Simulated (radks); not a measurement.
Charge is removed step by step from the 6s down level of neutral neodymium, starting from [Xe] 4f4 6s(up 1, down 1). All-electron calculation, scalar-relativistic Kohn-Sham, BLYP, spin-polarised, spherical densities, point nucleus; open shells are filled with parallel spins first (spin-orbit coupling, left out, can overturn this in heavy ions). Program: a radial shooting solver on a logarithmic mesh with Libxc functionals.

removed (e)	E - E(0) (eV)	eigenvalue (eV)
0	0.000	-3.256
0.25	0.948	-4.340
0.5	2.173	-5.464
0.75	3.683	-6.627

The mean slope of the eigenvalue, de/dn, is 4.49 eV per electron.
